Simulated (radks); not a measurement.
Results of a calculation; reference values are marked as such.
Initial-state core-level shifts of neutral osmium when its valence configuration changes from [Xe] 4f14 5d6 6s2. Code: a radial shooting solver on a logarithmic mesh with Libxc functionals. Model: Dirac Kohn-Sham, PBE, spin-unpolarised, spherical densities, point nucleus; open shells are shared between the two j in proportion to 2j + 1. Shifts are changes of the shell-averaged eigenvalues in eV (positive: less bound).

\begin{tabular}{lrrrr}
valence & 2s & 3s & 4p & 5s \\ \hline
4f13 5d6 6s2 6p1 & -16.434 & -18.088 & -16.060 & -8.642 \\
4f12 5d6 6s2 6p2 & -34.003 & -37.417 & -32.965 & -17.563 \\
4f12 5d5 6s2 6p3 & -39.267 & -42.599 & -38.078 & -22.322 \\
4f14 5d4 6s2 6p2 & -9.316 & -9.230 & -9.194 & -8.877 \\
4f14 5d5 6s2 6p1 & -4.588 & -4.556 & -4.544 & -4.424 \\
4f14 5d6 6s1 6p1 & -1.747 & -1.755 & -1.759 & -1.769 \\
4f12 5d8 6s2 & -23.715 & -27.225 & -22.848 & -7.885 \\
4f14 5d7 6s1 & +2.455 & +2.432 & +2.425 & +2.352 \\
4f14 5d8 & +4.485 & +4.450 & +4.443 & +4.331 \\
\end{tabular}
